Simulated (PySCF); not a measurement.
H8Si3, charge +1, doublet, geometry from GFN2-xTB (a state made from the parent by changing its charge; the spin is typed, not shown lowest).

Here is a job for PySCF.
```python
from pyscf import gto, scf, mp

mol = gto.M(
    atom='''
Si    1.730063    0.886180   -0.018219
Si    0.214308   -1.039106   -0.118472
Si   -1.936119    0.112914    0.132129
H     3.054948    0.292894   -0.138047
H     1.354384    1.728829   -1.149183
H     1.475311    1.509676    1.276642
H     0.465844   -2.030825    0.929869
H     0.323884   -1.798293   -1.366439
H    -2.003243    1.050083   -0.984795
H    -1.869623    0.769382    1.434012
H    -2.917037   -0.961572    0.061809
''',
    basis='6-31g**',
    charge=1,
    spin=1,
    verbose=4,
)

mf = scf.UHF(mol)
mf.kernel()

pt = mp.MP2(mf, frozen=15)
pt.kernel()
print('E(MP2) = %.10f' % pt.e_tot)
```

Task: What does this run give for the nuclear repulsion energy, SCF-reference <S^2>, total energy, SCF-reference Mulliken (on the basis functions themselves) charges in atom order?

Result: 
- nuclear repulsion energy: 190.6863 Eh
- SCF-reference <S^2>: 0.774
- total energy: -871.3479 Eh
- SCF-reference Mulliken (on the basis functions themselves) charges in atom order: Si1 0.66, Si2 0.29, Si3 0.66, H4 -0.07, H5 -0.08, H6 -0.09, H7 -0.07, H8 -0.07, H9 -0.09, H10 -0.08, H11 -0.07

These values belong to the state on which the SCF converged, which isn't shown to be the lowest.
